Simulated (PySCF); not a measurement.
# Dipole moment and polarisability of `CO[Si@@H]([GeH3])C[SiH3]`

Compound: C2H12GeOSi2.
SMILES with atom numbers: `[CH3:1][O:2][Si@@H:3]([GeH3:4])[CH2:5][SiH3:6]` (hydrogens: H7, H8, H9 on C1; H10 on Si3; H11, H12, H13 on Ge4; H14, H15 on C5; H16, H17, H18 on Si6)

Cartesian coordinates in Å at the PBE0-D3(BJ)/def2-SVP level; atoms count from 1:
```
atom  x, y, z in Å
C1    -1.5914   -1.4307    0.1767
O2    -1.0736   -0.1357    0.0500
Si3   -0.0563    0.3330   -1.1924
Ge4    0.1871    2.6864   -0.9678
C5     1.5979   -0.5533   -1.0639
Si6    2.3283   -0.6016    0.6717
H7    -2.0516   -1.7892   -0.7633
H8    -0.8147   -2.1583    0.4770
H9    -2.3691   -1.4291    0.9558
H10   -0.6994   -0.0070   -2.5066
H11    0.6470    3.0702    0.4498
H12    1.2412    3.2053   -1.9677
H13   -1.1416    3.4071   -1.2613
H14    1.4893   -1.5894   -1.4297
H15    2.3148   -0.0564   -1.7412
H16    1.4868   -1.4482    1.5704
H17    2.4028    0.7763    1.2462
H18    3.7089   -1.1769    0.6447
```

Level: B3LYP/def2-SVPD (PySCF), static field, nuclei fixed, core orbitals frozen in the response. The polarisability tensor in these axes (au):

```
x   117.66  -1.55   5.92
y    -1.55 128.95  -6.20
z     5.92  -6.20 107.74
```

**Question.** Give the principal values, the mean and the anisotropy Δα = √{½[(α1 − α2)² + (α2 − α3)² + (α1 − α3)²]}.

**Answer.** Principal values 103.95, 119.04 and 131.37 au; mean 118.12 au = 17.50 Å³ = 19.48 × 10⁻⁴⁰ C²·m²/J; Δα = 23.78 au (20 % of the mean).

**Question.** What is the dipole moment, and where does it point?

**Answer.** (0.13, -1.53, -0.85) D, 1.75 D in size, pointing from the negative to the positive side. Measured along this direction, the outermost atoms are H11 at the negative end and H14 at the positive end.

**Question.** What molar refraction does this α imply?

**Answer.** Lorentz–Lorenz: R = (4π/3)N_A α = 2.5225 cm³/(mol·Å³) × 17.50 Å³ = 44.2 cm³/mol, in the limit of long wavelengths.

**Question.** Give the eigenvalues of the traceless quadrupole moment Θ = ½Σq(3rr − r²1), origin at the centre of nuclear charge.

**Answer.** -4.91, -0.10, 5.01 D·Å. The values depend on the origin, since the dipole doesn't vanish. The electronic extent ⟨r²⟩ about the same centre is 1777 bohr², a root-mean-square distance of 2.33 Å for the 92 electrons.

**Question.** Directions of the eigenvectors, and the extent of the frame along each?

**Answer.** Largest value along (-0.23, 0.92, -0.30), where the nuclei span 5.96 Å; middle along (0.90, 0.32, 0.29), 5.79 Å; least along (-0.37, 0.20, 0.91), 3.90 Å. The response follows the extents in order.

Geometry: PBE0-D3(BJ)/def2-SVP, one conformer, isolated molecule. The calculation is non-relativistic, for germanium too.
